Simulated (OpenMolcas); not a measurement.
**How basis sets differ on SiF4 (silicon tetrafluoride)**

SiF4 has 5 atoms, charge 0, and is taken as a singlet. As SMILES, `F[Si](F)(F)F`. The shape is that of a PBE0-D4/def2-TZVP optimisation.

Quantity: the HOMO–LUMO gap, in eV. The values are calculated.

```csv
level,kind,program,value (eV),CPU time
HF/ANO-RCC-MB (DKH2),Hartree–Fock,OpenMolcas,23.33,4.7 s
HF/STO-3G,Hartree–Fock,OpenMolcas,24.17,1.9 s
HF/3-21G,Hartree–Fock,OpenMolcas,22.92,2.2 s
HF/ANO-L-VDZP (RICD fitting),Hartree–Fock,OpenMolcas,22.83,9 s
HF/6-311+G**,Hartree–Fock,OpenMolcas,20.15,18 s
```

The values span 20.15 to 24.17 eV. A Hartree–Fock LUMO above zero doesn't converge with the basis: it sinks as sets grow more diffuse. Orbital gaps aren't excitation energies. Times are those of the runs behind each value, whatever else they computed, on shared processors of several kinds: orders of magnitude only.
